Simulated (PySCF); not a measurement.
B₂H₄NSi, AlB₃H₅ (calculated)

Calculation on a computer-drawn molecule: the log of a Hartree-Fock and frozen-core CCSD(T) single point meant for a local Hartree-Fock minimum, with one planted fault or none, to be diagnosed. Offsets are logged minus clean, where the clean run is the same molecule without the fault. The reference is restricted for singlets and unrestricted otherwise, and also for a bond in bohr or an excited solution. Adding or removing an electron swaps singlet and doublet. The excited solution moves the top pair (singlet) or top alpha electron (doublet) to the lowest empty orbital. Highest occupied and lowest empty are orbital energies over both spins, largest force is the largest gradient component, triples share is (T) over the correlation energy, the T1 limit is 0.02 restricted and 0.045 unrestricted, electrons count all cores, a negative frequency is imaginary (commonest isotopes), and the dipole is about the centre of nuclear charge. Program: PySCF 2.14.0.

Common to all runs: meant basis cc-pV(D+d)Z; logged electrons 34; logged SCF converged yes; logged spin squared 0; logged CC converged yes; logged SCF stable within its kind yes; possible faults no fault, one electron removed, one electron added, multiplicity raised by two, geometry at a saddle point, SCF held on an excited solution, minimal basis STO-3G, one bond length entered in bohr, all coordinates scaled.

Notes on all entries: T1 above single-reference limit.

(1) B₂H₄NSi

Logged structure:
```xyz
8
B2H4NSi
B      1.8986     1.9798    -0.1151
B      1.5154     0.3835    -0.2165
N      1.2303    -0.8048    -0.2918
Si     0.8153    -2.5399    -0.4016
H      2.1726     3.1206    -0.0428
H      0.2053    -2.8872     0.8878
H     -0.1211    -2.6564    -1.5262
H      2.0837    -3.2396    -0.6400
```

| Quantity | Value |
| --- | --- |
| meant charge | 1 |
| meant multiplicity | 1 |
| logged basis functions | 28 |
| logged highest occupied | -14.773 eV |
| logged lowest empty | -3.4828 eV |
| logged largest force | 0.03622 hartree/bohr |
| logged T1 diagnostic | 0.027618 |
| logged D1 diagnostic | 0.08175 |
| logged triples share | 0.03026 |
| logged dipole magnitude | 9.0356 debye |
| logged energy HF | -390.17103 hartree |
| logged energy CCSD(T) | -390.42249 hartree |
| planted fault | minimal basis STO-3G |
| HF energy offset from clean run | 2888 kcal/mol |
| CCSD(T) energy offset from clean run | 3014 kcal/mol |

Drawn bonds:
| atom | other atom | order |
| --- | --- | --- |
| 1 | 2 | 1 |
| 2 | 3 | 2 |
| 3 | 4 | 1 |
| 1 | 5 | 1 |
| 4 | 6 | 1 |
| 4 | 7 | 1 |
| 4 | 8 | 1 |

(2) AlB₃H₅

Logged structure:
```xyz
9
AlB3H5
B     -2.8092     1.1419     1.9525
B     -1.2561     0.8556     1.4252
Al    -0.6109     0.9154    -0.6063
B     -0.4012    -0.4866    -2.1831
H     -3.5895     0.2388     2.1171
H     -3.2167     2.2570     2.1550
H     -0.3740     0.6527     2.2250
H     -1.2729    -0.6539    -2.9961
H      0.6286    -1.0813    -2.3672
```

| Property | Result |
| --- | --- |
| meant charge | 0 |
| meant multiplicity | 2 |
| logged basis functions | 90 |
| logged highest occupied | -0.74235 eV |
| logged lowest empty | 5.7159 eV |
| logged largest force | 0.022104 hartree/bohr |
| logged T1 diagnostic | 0.038126 |
| logged D1 diagnostic | 0.13901 |
| logged triples share | 0.043902 |
| logged dipole magnitude | 2.608 debye |
| logged energy HF | -318.76445 hartree |
| logged energy CCSD(T) | -319.17599 hartree |
| planted fault | one electron added |
| HF energy offset from clean run | -0.2987 kcal/mol |
| CCSD(T) energy offset from clean run | -32.54 kcal/mol |

Drawn bonds:
| atom | other atom | order |
| --- | --- | --- |
| 1 | 2 | 1 |
| 2 | 3 | 1 |
| 3 | 4 | 1 |
| 1 | 5 | 1 |
| 1 | 6 | 1 |
| 2 | 7 | 1 |
| 4 | 8 | 1 |
| 4 | 9 | 1 |
